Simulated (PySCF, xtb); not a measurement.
# A geometry optimisation of CH7GeN with r2SCAN-D4/def2-SVP

The starting geometry of this gas-phase singlet was built from a drawn formula by distance geometry and a force field; its bonds are those of `[CH2-][NH2+][GeH3]`.

```yaml
atoms:
  - { symbol: C, position_ang: [0.1187, 0.0916, 0.3404] }
  - { symbol: Ge, position_ang: [-2.3916, 0.9327, 0.1589] }
  - { symbol: N, position_ang: [-0.6321, 1.3613, 0.4704] }
  - { symbol: H, position_ang: [1.2261, 0.2670, 0.7117] }
  - { symbol: H, position_ang: [0.1582, -0.2616, -0.7153] }
  - { symbol: H, position_ang: [-0.2933, 2.0082, -0.2592] }
  - { symbol: H, position_ang: [-0.5454, 1.7165, 1.4668] }
  - { symbol: H, position_ang: [-2.8929, -0.1444, 1.2200] }
  - { symbol: H, position_ang: [-3.2645, 2.2071, 0.2917] }
  - { symbol: H, position_ang: [-2.5730, 0.3652, -1.2908] }
```

Task: Predict what it relaxes into with r2SCAN-D4/def2-SVP.

Result: It rearranges to `N[CH2][GeH3]`. Contacts that open: Ge2–N3 (1.84 → 2.81 Å). Contacts that close: C1–Ge2 (2.65 → 1.97 Å).

The energy falls by 3.18 eV over 35 steps:

| step | E − E(last) (eV) |
| --- | --- |
| 1 | 3.177 |
| 5 | 2.499 |
| 9 | 1.623 |
| 12 | 0.377 |
| 16 | 0.055 |
| 20 | 0.017 |
| 24 | 0.004 |
| 27 | 0.002 |
| 31 | 0.000 |
| 35 | 0.000 |

Final geometry (Å):

```xyz
10

C    -0.4508    0.7349    0.0002
Ge   -2.4031    0.4976    0.0249
N    -0.0918    1.8609    0.8528
H     0.0367   -0.2355    0.2428
H    -0.1739    0.9668   -1.0427
H     0.9078    2.0567    0.7888
H    -0.2705    1.6324    1.8309
H    -2.8649    0.3750    1.4892
H    -3.0982    1.7088   -0.6120
H    -2.8077   -0.7824   -0.7292
```

From the same start GFN2-xTB reaches the same bonding as this run.

No frequencies were run, so the end isn't proven a minimum. Run with PySCF 2.14.0, 6.6 min on 2 threads of Arm Neoverse V1 (shared host).
